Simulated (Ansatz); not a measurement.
Cost and result for the atomization energy of `BCC(C)[SiH3]` (16 atoms, 15 bonds).

Cartesian coordinates in Å:
```
B 2.236 -0.428 -0.243
C 0.922 0.288 -0.642
C -0.237 0.328 0.355
C -1.297 1.360 -0.016
Si -0.983 -1.394 0.518
H 3.051 -0.701 -1.077
H 2.499 -0.638 0.908
H 0.580 0.012 -1.647
H 1.316 1.319 -0.789
H 0.171 0.576 1.344
H -0.862 2.364 -0.072
H -1.735 1.141 -0.995
H -2.113 1.392 0.711
H -2.021 -1.443 1.584
H 0.084 -2.385 0.836
H -1.612 -1.790 -0.774
```

Charge 0, multiplicity 1. The structure was optimised at the PBE0-D4/def2-TZVP level. It is one conformer, not always the lowest. Program: Ansatz. All runs use 4 threads of an Arm Neoverse V2 on a shared host. Times are those of one run each, without the atoms' runs, and a repeat can differ threefold. Electronic energies, without spin–orbit coupling; frozen cores. CCSD(T)/CBS adds CCSD(T) − MP2 in def2-TZVPP to the MP2 limit, and its time is that of the two runs behind it. T1 = 0.010. B3LYP takes the VWN-RPA correlation (the form of Gaussian; ORCA's B3LYP/G). HSE06 is the plane-wave form, built on full-range PBE exchange.

CCSD(T)/CBS is a level of theory with its own doubt, some kJ/mol a heavy atom from the limit and from the frozen cores, so smaller differences don't rank the functionals.

```csv
level,functions,wall time
LDA (SPW92)/def2-TZVPP,320,1.8 s
revPBE-D4/def2-TZVPP,320,2.8 s
BLYP-D4/def2-TZVPP,320,3 s
HSE06-D4/def2-TZVPP,320,4.5 s
B3LYP-D4/def2-TZVPP (with forces),320,7 s
r2SCANh-D4/def2-TZVPP,320,7 s
B2PLYP/def2-TZVPP,320,7.5 s
CCSD(T)/def2-SVP,129,9.5 s
ωB97X-V/def2-TZVPP,320,11 s
ωB97M-V/def2-TZVPP (with forces),320,16 s
MP2/def2-QZVPP,628,44 s
CCSD(T)/def2-TZVPP,320,17 min
CCSD(T)/CBS(def2),–,18 min
```

Q: What atomization energy does each give, and how far from CCSD(T)/CBS? (Best estimate.)

A: Ansatz gave: 
| level | atomization (kJ/mol) | difference from CCSD(T)/CBS | per bond |
| --- | --- | --- | --- |
| LDA (SPW92)/def2-TZVPP | 6476.0 | 692.7 | 46.2 |
| revPBE-D4/def2-TZVPP | 5737.6 | -45.7 | -3.0 |
| BLYP-D4/def2-TZVPP | 5749.7 | -33.6 | -2.2 |
| HSE06-D4/def2-TZVPP | 5806.7 | 23.4 | 1.6 |
| B3LYP-D4/def2-TZVPP (with forces) | 5804.3 | 21.0 | 1.4 |
| r2SCANh-D4/def2-TZVPP | 5791.1 | 7.8 | 0.5 |
| B2PLYP/def2-TZVPP | 5735.1 | -48.2 | -3.2 |
| CCSD(T)/def2-SVP | 5549.0 | -234.3 | -15.6 |
| ωB97X-V/def2-TZVPP | 5811.1 | 27.8 | 1.9 |
| ωB97M-V/def2-TZVPP (with forces) | 5810.6 | 27.3 | 1.8 |
| MP2/def2-QZVPP | 5760.2 | -23.1 | -1.5 |
| CCSD(T)/def2-TZVPP | 5666.2 | -117.1 | -7.8 |
| CCSD(T)/CBS(def2) | 5783.3 | 0.0 | 0.0 |

From PBE to PBE0 (25 % exact exchange), in def2-TZVPP and without D4, the atomization energy moves by −27.9 kJ/mol: exact exchange takes away binding that semilocal exchange gives to molecules. In def2-TZVPP, CCSD(T) changes the Hartree–Fock value by +1193.9 kJ/mol (the triples alone add +55.8 kJ/mol) and MP2 by +1218.9 kJ/mol; breaking electron pairs costs correlation energy, which Hartree–Fock lacks. The D4 term adds +52.9 kJ/mol with B3LYP and +28.1 kJ/mol with PBE0; it sums over pairs of atoms, weighted by their polarisabilities, and B3LYP, whose exchange is more repulsive, gets the larger term.
